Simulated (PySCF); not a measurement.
Gas-phase equilibrium of 1 mol H₂S, 5.7 mol SO₂ at 1000 K and 0.00100 bar, among 21 species (S₂O, SO₂, O₂, O, S₂, S₆, HO₂, H₂S₂, H₂O, H, H₂O₂, H₂S, O₃, SO, SH, H₂, S₈, S, SO₃, H₂SO₄, OH). Only gases are allowed; each row takes one source of thermochemistry for all species, and Cantera finds the minimum.

Method: PySCF energies plus ideal-gas RRHO corrections (1 bar). † marks an energy on the PBE0/def2-TZVP geometry and frequencies; other levels use their own. CCSD(T) freezes the core. 6-31G* has spherical d functions here. Open shells (unrestricted) among the columns below: S₂ (multiplicity 3), SO (multiplicity 3); the rest are closed-shell singlets. B3LYP is the form with VWN-RPA correlation. CCSD(T) isn't extrapolated to the basis-set limit. The harmonic model lacks anharmonicity and excited electronic states, which grow with temperature; levels with a mode under 35 cm⁻¹ are left out. Warning, large T1 diagnostic: SO₂ (CCSD(T)/def2-SVP†).

Molecules larger than those listed are left out.

With B3LYP/6-31G* thermochemistry: SO₂ 0.73, H₂O 0.14, S₂ 0.10, SO 0.021, H₂ 0.0020, H₂S 0.00034.

Question: How far does the composition move with the other sources (B3LYP/def2-TZVP†, CCSD(T)/def2-SVP†, PBE/def2-SVP, PBE/def2-TZVP†, ωB97X-V/def2-TZVP†)?

Answer: 
```
thermochemistry     x SO₂  x H₂O  x S₂     x SO     x H₂    x H₂S
------------------  -----  -----  ----  -------  -------  -------
B3LYP/6-31G*         0.73   0.14  0.10    0.021   0.0020  0.00034
B3LYP/def2-TZVP†     0.75   0.14  0.11   0.0022   0.0024  0.00096
CCSD(T)/def2-SVP†    0.73   0.14  0.10    0.028   9.0e-6   3.1e-5
PBE/def2-SVP         0.74   0.14  0.11   0.0052  0.00041  0.00036
PBE/def2-TZVP†       0.75   0.13  0.10  0.00051   0.0082   0.0027
ωB97X-V/def2-TZVP†   0.75   0.14  0.10  0.00091   0.0025   0.0059
```
The most sensitive of these is H₂: it spans a factor of 10^3.0 over these rows; at this temperature one factor of ten is RT ln 10 = 19 kJ/mol.
